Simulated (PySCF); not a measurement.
PySCF input file for C₆H₆O, SMILES C1[C@@H](C#C)C=CO1, TDA-PBE/def2-SVPD. Geometry: PBE-D3(BJ)/def2-SVP. The structure was generated by enumeration; whether it is a known compound was not checked. The values are those of a single conformer.

```python
import numpy as np
from pyscf import gto, scf, dft, tdscf

mol = gto.M(
    atom='''
    C     2.30466561   -1.39799856   -1.07873829
    C     1.53014294   -0.63251179   -0.52261316
    C     0.60302540    0.27474604    0.15093973
    C    -0.38176919    1.01115726   -0.75357199
    C    -1.59940844    0.93663084   -0.18237984
    O    -1.66520286    0.20821303    0.96954724
    C    -0.39223747   -0.46098273    1.10302341
    H     2.98803482   -2.07146381   -1.57607431
    H     1.21130698    1.01899350    0.72112158
    H    -0.10737713    1.56278685   -1.65883317
    H    -2.55045840    1.39174649   -0.49240554
    H    -0.51527399   -1.51862737    0.78260932
    H    -0.09112260   -0.43538604    2.16724512
    ''',
    basis='def2-SVPD',
    charge=0,
    spin=0,
    max_memory=1600,
    verbose=4,
)
mf = dft.RKS(mol, xc='pbe').density_fit(auxbasis='def2-universal-jkfit')
mf.grids.level = 3
mf.conv_tol = 1e-9
mf.max_cycle = 100
mf.kernel()
mf.grids = dft.Grids(mol).set(level=1).build(with_non0tab=True)  # coarser grid for the response kernel
td = tdscf.TDA(mf)
td.singlet = True
td.nstates = 10
td.conv_tol = 1e-4
td.positive_eig_threshold = 1e-6
td.kernel(x0=td.get_init_guess(mf, 15))
td.analyze()
tt = tdscf.TDA(mf)
tt.singlet = False
tt.nstates = 4
tt.conv_tol = 1e-4
tt.positive_eig_threshold = 1e-6
tt.kernel(x0=tt.get_init_guess(mf, 9))
tt.analyze(verbose=3)
```

Program output:

```
PySCF version 2.14.0

[INPUT] verbose = 4
[INPUT] num. atoms = 13
[INPUT] num. electrons = 50
[INPUT] charge = 0
[INPUT] spin (= nelec alpha-beta = 2S) = 0
[INPUT] symmetry False subgroup None
[INPUT] Mole.unit = angstrom
[INPUT] Symbol           X                Y                Z      unit          X                Y                Z       unit  Magmom
[INPUT]  1 C      2.304665610000  -1.397998560000  -1.078738290000 AA    4.355186811604  -2.641834400936  -2.038519928182 Bohr   0.0
[INPUT]  2 C      1.530142940000  -0.632511790000  -0.522613160000 AA    2.891551088037  -1.195274053658  -0.987595741494 Bohr   0.0
[INPUT]  3 C      0.603025400000   0.274746040000   0.150939730000 AA    1.139552852156   0.519194769409   0.285234751016 Bohr   0.0
[INPUT]  4 C     -0.381769190000   1.011157260000  -0.753571990000 AA   -0.721439211897   1.910810290266  -1.424044676243 Bohr   0.0
[INPUT]  5 C     -1.599408440000   0.936630840000  -0.182379840000 AA   -3.022443912918   1.769975767421  -0.344647948242 Bohr   0.0
[INPUT]  6 O     -1.665202860000   0.208213030000   0.969547240000 AA   -3.146777347242   0.393465602266   1.832178748428 Bohr   0.0
[INPUT]  7 C     -0.392237470000  -0.460982730000   1.103023410000 AA   -0.741221394092  -0.871131107854   2.084412153884 Bohr   0.0
[INPUT]  8 H      2.988034820000  -2.071463810000  -1.576074310000 AA    5.646567460464  -3.914499277848  -2.978348797863 Bohr   0.0
[INPUT]  9 H      1.211306980000   1.018993500000   0.721121580000 AA    2.289038444974   1.925618637712   1.362722288714 Bohr   0.0
[INPUT] 10 H     -0.107377130000   1.562786850000  -1.658833170000 AA   -0.202913367742   2.953239137572  -3.134740377644 Bohr   0.0
[INPUT] 11 H     -2.550458400000   1.391746490000  -0.492405540000 AA   -4.819667868096   2.630019700925  -0.930511612819 Bohr   0.0
[INPUT] 12 H     -0.515273990000  -1.518627370000   0.782609320000 AA   -0.973726720212  -2.869789814569   1.478917277332 Bohr   0.0
[INPUT] 13 H     -0.091122600000  -0.435386040000   2.167245120000 AA   -0.172196757758  -0.822760374059   4.095499721600 Bohr   0.0

nuclear repulsion = 265.470941521326
number of shells = 81
number of NR pGTOs = 273
number of NR cGTOs = 191
basis = def2-SVPD
ecp = {}


[settings echo left out]
init E= -307.45540732659
  HOMO = -0.271601289152335  LUMO = -0.0819711711354429  gap/eV = 5.16010
cycle= 1 E= -306.685684949919  delta_E= 0.77  |g|= 0.614  |ddm|= 9.14
  HOMO = -0.10342533193266  LUMO = 0.0121052798904673  gap/eV = 3.14375
cycle= 2 E= -306.516628173916  delta_E= 0.169  |g|=  1.1  |ddm|= 3.86
  HOMO = -0.190648785049217  LUMO = -0.0175924766354805  gap/eV = 4.70910
cycle= 3 E= -306.758250148288  delta_E= -0.242  |g|= 0.268  |ddm|= 2.34
  HOMO = -0.19886963057124  LUMO = -0.0288786109271131  gap/eV = 4.62569
cycle= 4 E= -306.771571469237  delta_E= -0.0133  |g|= 0.111  |ddm|= 0.563
  HOMO = -0.196585814116087  LUMO = -0.0285114550848409  gap/eV = 4.57354
cycle= 5 E= -306.774214727573  delta_E= -0.00264  |g|= 0.0503  |ddm|= 0.222
  HOMO = -0.196082467465023  LUMO = -0.0271028367673631  gap/eV = 4.59817
cycle= 6 E= -306.774771686595  delta_E= -0.000557  |g|= 0.0209  |ddm|= 0.0928
  HOMO = -0.195576444631599  LUMO = -0.0266688809671844  gap/eV = 4.59621
cycle= 7 E= -306.774865085357  delta_E= -9.34e-05  |g|= 0.00913  |ddm|= 0.0345
  HOMO = -0.195877341974571  LUMO = -0.0270464331630969  gap/eV = 4.59412
cycle= 8 E= -306.774886850045  delta_E= -2.18e-05  |g|= 0.000871  |ddm|= 0.0139
  HOMO = -0.195832985590372  LUMO = -0.0269986411117706  gap/eV = 4.59422
cycle= 9 E= -306.774887029388  delta_E= -1.79e-07  |g|= 0.000301  |ddm|= 0.00307
  HOMO = -0.195860790941298  LUMO = -0.0270228696577952  gap/eV = 4.59431
cycle= 10 E= -306.774887053477  delta_E= -2.41e-08  |g|= 6.8e-05  |ddm|= 0.0008
  HOMO = -0.195859506817437  LUMO = -0.0270203880823394  gap/eV = 4.59435
cycle= 11 E= -306.774887054665  delta_E= -1.19e-09  |g|= 1.51e-05  |ddm|= 0.000204
  HOMO = -0.195859543272686  LUMO = -0.027020357100267  gap/eV = 4.59435
cycle= 12 E= -306.774887054708  delta_E= -4.34e-11  |g|= 9.6e-06  |ddm|= 6.37e-05
  HOMO = -0.195858860771363  LUMO = -0.0270202369225649  gap/eV = 4.59433
Extra cycle  E= -306.774887054659  delta_E= 4.95e-11  |g|= 1.87e-05  |ddm|= 4.55e-05
converged SCF energy = -306.774887054659
tot grids = 51096
Overwritten attributes  positive_eig_threshold  of <class 'pyscf.tdscf.rks.TDA'>


******** <class 'pyscf.tdscf.rks.TDA'> for <class 'pyscf.df.df_jk.DFRKS'> ********
nstates = 10 singlet
deg_eia_thresh = 1.000e-03
wfnsym = None
conv_tol = 0.0001
eigh lindep = 1e-12
eigh level_shift = 0
eigh max_cycle = 100


Excitation energies (eV)
[5.09869172 5.16105467 5.60627486 5.89426049 5.97798411 6.1358715
 6.15201145 6.40994899 6.42940134 6.48157712]

** Singlet excitation energies and oscillator strengths **
Excited State   1:      5.09869 eV    243.17 nm  f=0.0019
      25 -> 26        0.21840
      25 -> 27        0.60485
      25 -> 28        0.28996
Excited State   2:      5.16105 eV    240.23 nm  f=0.0206
      25 -> 26       -0.29703
      25 -> 27        0.35978
      25 -> 28       -0.52592
Excited State   3:      5.60627 eV    221.15 nm  f=0.0086
      25 -> 29        0.70527
Excited State   4:      5.89426 eV    210.35 nm  f=0.0373
      23 -> 26        0.57071
      25 -> 26        0.30602
      25 -> 28       -0.21916
      25 -> 31        0.10469
Excited State   5:      5.97798 eV    207.40 nm  f=0.0064
      23 -> 27        0.10094
      24 -> 26       -0.68128
      24 -> 28        0.12036
Excited State   6:      6.13587 eV    202.06 nm  f=0.0118
      25 -> 30        0.68650
Excited State   7:      6.15201 eV    201.53 nm  f=0.0630
      23 -> 26        0.37608
      25 -> 26       -0.34140
      25 -> 28        0.21834
      25 -> 30       -0.15985
      25 -> 31       -0.34212
Excited State   8:      6.40995 eV    193.42 nm  f=0.0025
      25 -> 32        0.70391
Excited State   9:      6.42940 eV    192.84 nm  f=0.0045
      23 -> 28        0.24209
      24 -> 27       -0.61869
      25 -> 31        0.21835
Excited State  10:      6.48158 eV    191.29 nm  f=0.0261
      23 -> 26       -0.12361
      23 -> 27        0.12151
      24 -> 27       -0.22483
      24 -> 28       -0.19169
      25 -> 26        0.21016
      25 -> 28       -0.12333
      25 -> 31       -0.54163

** Transition electric dipole moments (AU) **
state          X           Y           Z        Dip. S.      Osc.
  1        -0.1077      0.0567     -0.0201      0.0152      0.0019
  2         0.3700     -0.1274     -0.0985      0.1629      0.0206
  3         0.0221     -0.2400     -0.0670      0.0626      0.0086
  4        -0.4798     -0.1101      0.1270      0.2584      0.0373
  5        -0.1663      0.1181      0.0424      0.0434      0.0064
  6         0.2690      0.0759      0.0163      0.0784      0.0118
  7         0.5100      0.2593     -0.3006      0.4177      0.0630
  8         0.1038      0.0537     -0.0461      0.0158      0.0025
  9         0.0658      0.0125     -0.1547      0.0284      0.0045
 10        -0.2021      0.0020      0.3513      0.1643      0.0261

** Transition velocity dipole moments (imaginary part, AU) **
state          X           Y           Z        Dip. S.      Osc.
  1         0.0166      0.0228     -0.0054      0.0008      0.0029
  2        -0.0003     -0.0227     -0.0093      0.0006      0.0021
  3         0.0040     -0.0290     -0.0055      0.0009      0.0029
  4         0.0040      0.0040     -0.0285      0.0008      0.0026
  5        -0.0208     -0.0038     -0.0187      0.0008      0.0024
  6         0.0193      0.0131      0.0286      0.0014      0.0040
  7        -0.0025      0.0175      0.0252      0.0009      0.0028
  8         0.0093     -0.0203     -0.0098      0.0006      0.0017
  9        -0.0150     -0.0109     -0.0191      0.0007      0.0020
 10         0.0381      0.0325      0.0035      0.0025      0.0070

** Transition magnetic dipole moments (imaginary part, AU) **
state          X           Y           Z
  1        -0.2466     -0.1773      0.0553
  2         0.0996      0.0581      0.0674
  3         0.2073      0.0492      0.0250
  4         0.0082     -0.3558     -0.5313
  5        -0.1337     -0.1552     -0.1409
  6        -0.1547      0.3120      0.0460
  7         0.0346      0.6411      0.5836
  8         0.2826      0.0995     -0.2832
  9        -0.1539      0.1260      0.2669
 10        -0.3052     -0.6282     -0.4024


******** <class 'pyscf.tdscf.rks.TDA'> for <class 'pyscf.df.df_jk.DFRKS'> ********
nstates = 4 triplet
deg_eia_thresh = 1.000e-03
wfnsym = None
conv_tol = 0.0001
eigh lindep = 1e-12
eigh level_shift = 0
eigh max_cycle = 100


Excitation energies (eV)
[3.88756083 4.97171005 5.05644685 5.24493791]

** Triplet excitation energies and oscillator strengths **
Excited State   1:      3.88756 eV    318.93 nm  f=0.0000
Excited State   2:      4.97171 eV    249.38 nm  f=0.0000
Excited State   3:      5.05645 eV    245.20 nm  f=0.0000
Excited State   4:      5.24494 eV    236.39 nm  f=0.0000
```

The run converged.
